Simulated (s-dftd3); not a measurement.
ClLi, charge +1, doublet, geometry from GFN2-xTB (such geometries of metal compounds can be far from the true shape) (a state made from the parent by changing its charge; the spin is typed, not shown lowest); D3(bj) for revpbe run with s-dftd3.

The s-dftd3 input:
```
$ s-dftd3 mol.xyz --bj revpbe --json dftd3.json --noedisp --grad

# file mol.xyz
2

Li    -0.00000000    -0.00000000    -1.95078436
Cl     0.00000000     0.00000000     0.34425606
```

**Question.** What does s-dftd3 print? Leave out banner, timings and long lists.

**Answer.** 
```
-----------------------------------
 s i m p l e   D F T - D 3  v1.4.0
-----------------------------------

Rational (Becke-Johnson) damping: revpbe-D3(BJ)
---------------------
  s6         1.0000
  s8         2.3550
  s9         0.0000
  a1         0.5238
  a2         3.5016
 alp        14.0000
--------------------

Dispersion energy:      -1.5827448854016E-03 Eh

Gradient norm:           3.9858068749494E-05 Eh/a0
--------------------------------------------------
     #    Z           dE/dx      dE/dy      dE/dz
--------------------------------------------------
     1    3 Li    0.000E+00  0.000E+00 -2.818E-05
     2   17 Cl    0.000E+00  0.000E+00  2.818E-05
--------------------------------------------------

Virial:
--------------------------------------------------
      component           x          y          z
--------------------------------------------------
          x       0.000E+00  0.000E+00  0.000E+00
          y       0.000E+00  0.000E+00  0.000E+00
          z       0.000E+00  0.000E+00  1.222E-04
--------------------------------------------------

[Info] JSON dump of results written to 'dftd3.json'
```
